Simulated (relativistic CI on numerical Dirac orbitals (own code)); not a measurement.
## Ions with 2 electrons, Ti²⁰⁺ to Nb³⁹⁺

Method of calculation: Dirac-Coulomb-Breit CI, orbitals from a KLI potential per configuration, model QED (radiative potential, 1s self-energy scaled to tabulated hydrogen-like ionisation energies), unscaled Slater integrals (own radial code, finite nucleus).

Configurations in the expansion: 1s², 1s2s, 1s2p, 1s3s, 1s3p, 1s3d. Levels of other configurations are missing.

Energies above each ion's lowest level, in eV. Levels are followed by their leading LS label, which can pass from one level to another where the coupling changes.

```tsv
Ion	1s² ¹S0	1s2s ³S1	1s2p ³P°0	1s2p ³P°1	1s2s ¹S0
Ti²⁰⁺	0	4700.6	4724.4	4725.7	4726.5
V²¹⁺	0	5152.5	5177.5	5179	5179.8
Cr²²⁺	0	5625.5	5651.9	5653.6	5654.3
Mn²³⁺	0	6119.7	6147.4	6149.3	6149.9
Fe²⁴⁺	0	6635.2	6664.2	6666.3	6666.8
Co²⁵⁺	0	7172	7202.4	7204.6	7205
Ni²⁶⁺	0	7730.1	7762	7764.4	7764.7
Cu²⁷⁺	0	8309.8	8343.1	8345.6	8345.9
Zn²⁸⁺	0	8911.1	8945.9	8948.5	8948.8
Ga²⁹⁺	0	9534.1	9570.4	9573	9573.3
Ge³⁰⁺	0	10179	10217	10219	10220
As³¹⁺	0	10845	10885	10888	10888
Se³²⁺	0	11534	11575	11578	11578
Br³³⁺	0	12245	12287	12290	12290
Kr³⁴⁺	0	12978	13022	13025	13025
Rb³⁵⁺	0	13733	13779	13781	13782
Sr³⁶⁺	0	14510	14558	14561	14562
Zr³⁸⁺	0	16134	16185	16187	16188
Nb³⁹⁺	0	16979	17033	17035	17036
```

The lowest level keeps the configuration 1s² and J = 0 throughout.

Between Z = 37 and 41 the energy of 1s2s ³S1 follows a local power law Z^2.1. For orientation: electrostatic splittings inside a shell grow about linearly with the screened charge, excitations that change n as its square, and fine structure as its fourth power; written in Z itself the exponents are larger, since the screened charge grows faster in proportion.
